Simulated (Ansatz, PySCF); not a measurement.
1-[(1R,2R)-2-fluorocyclopropyl]ethanone (C₅H₇FO), SMILES CC(=O)[C@H]1C[C@H]1F. Atoms are numbered in the order given.

```xyz
14

C      2.3330     0.1778     0.3468
C      0.8610    -0.0476     0.6154
O      0.3242     0.3180     1.6374
C      0.0970    -0.7333    -0.4851
C     -1.3423    -1.1303    -0.1975
C     -1.0751     0.0124    -1.0974
F     -1.3383     1.2743    -0.6662
H      2.7901     0.7089     1.1913
H      2.8450    -0.7866     0.1906
H      2.4604     0.7635    -0.5788
H      0.6934    -1.3322    -1.1796
H     -1.7319    -2.0624    -0.6136
H     -1.6674    -0.8685     0.8137
H     -1.2302    -0.0832    -2.1777
```
Charge 0, spin multiplicity 1.

The structure is a stationary point at B3LYP-D3(BJ)/def2-SVP. Other conformers were not sampled.

Two levels are set side by side: PBE-D3(BJ)/def2-SVP (Ansatz, an electronic-structure program) and B3LYP-D3(BJ)/def2-SVP (Ansatz). Each level has its own optimised geometry; the coordinates shown are those of the second. Frequencies come from the Hessian of PySCF at each geometry. Differences are taken from unrounded values.

| quantity | B3LYP-D3(BJ) | PBE-D3(BJ) | PBE-D3(BJ) minus B3LYP-D3(BJ) |
|---|---|---|---|
| mean bond length (Å) | 1.270 | 1.277 | 0.007 |
| bond C1–C2 (Å) | 1.513 | 1.516 | 0.003 |
| bond C2–O3 (Å) | 1.211 | 1.222 | 0.011 |
| bond C2–C4 (Å) | 1.505 | 1.508 | 0.002 |
| bond C4–C5 (Å) | 1.521 | 1.524 | 0.003 |
| bond C4–C6 (Å) | 1.518 | 1.528 | 0.009 |
| bond C5–C6 (Å) | 1.479 | 1.483 | 0.004 |
| bond C6–F7 (Å) | 1.359 | 1.364 | 0.005 |
| bond C1–H8 (Å) | 1.097 | 1.105 | 0.007 |
| bond C1–H9 (Å) | 1.103 | 1.110 | 0.007 |
| bond C1–H10 (Å) | 1.103 | 1.110 | 0.007 |
| bond C4–H11 (Å) | 1.094 | 1.102 | 0.008 |
| bond C5–H12 (Å) | 1.093 | 1.100 | 0.008 |
| bond C5–H13 (Å) | 1.094 | 1.103 | 0.009 |
| bond C6–H14 (Å) | 1.096 | 1.105 | 0.009 |
| highest harmonic wavenumber (cm⁻¹) | 3234 | 3168 | -65 |
| mean harmonic wavenumber (cm⁻¹) | 1350 | 1312 | -38 |
| zero-point energy (kcal/mol) | 69.46 | 67.53 | -1.93 |

GGA bonds tend to be longer and softer than those of functionals with exact exchange. Differences between two approximate levels are no errors against the true value.
